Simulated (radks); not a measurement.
Problem. Excited configurations of He: one electron is placed in a higher orbital outside 1s1. The ground configuration is [He]. Calculated with a radial shooting solver on a logarithmic mesh with Libxc functionals: non-relativistic Kohn-Sham, BLYP, spin-polarised, spherical densities, point nucleus; open shells are filled with parallel spins first. Excitation = E - E(ground); binding = E(ion) - E, where the ion is the core of charge +1; n* = 1/sqrt(2 binding) in atomic units, and the quantum defect is n - n*.

outer orbital  excitation (eV)  binding (eV)     n*  quantum defect  eigenvalue (eV)  <r> (bohr)
3s                      22.722         2.093  2.549           0.451           -1.204       10.05
7f                      24.413         0.402  5.816           1.184           -0.279       65.92

Estimate the row for 3p.

Solution. excitation (eV) 22.990; binding (eV) 1.825; n* 2.730; quantum defect 0.270; eigenvalue (eV) -0.973; <r> (bohr) 10.60. The Delta-SCF ionisation energy is 24.815 eV (NIST Atomic Spectra Database: 24.587 eV, measured). Self-interaction in the functional shifts the binding energies and quantum defects, so they are the method's values and not measured ones.
